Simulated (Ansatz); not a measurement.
Results of the Gaussian-basis code of Ansatz.

A structure relaxed at PBE0-D4/def2-TZVP, charge 0, multiplicity 1:

```
atom   x (Å)   y (Å)   z (Å)
  N1   0.486  -0.026  -1.446
  C2   0.616   0.104  -0.009
 Si3  -1.062   0.457   0.790
  S4   1.302  -1.405   0.725
  H5   0.162   0.839  -1.862
  H6   1.373  -0.275  -1.869
  H7   1.338   0.867   0.326
  H8  -0.867   0.802   2.221
  H9  -1.923  -0.745   0.659
 H10  -1.721   1.604   0.099
 H11   0.295  -2.221   0.366
```

Task: Give its formula and SMILES.

Result: CH7NSSi, `NC([SiH3])S`.

Task: Summarise the bond lengths by kind.

Result: 1 × C–N 1.449 Å; 2 × H–N 1.013 to 1.014 Å; 1 × C–Si 1.891 Å; 1 × C–S 1.813 Å; 1 × C–H 1.102 Å; 3 × H–Si 1.484 to 1.492 Å; 1 × H–S 1.345 Å.
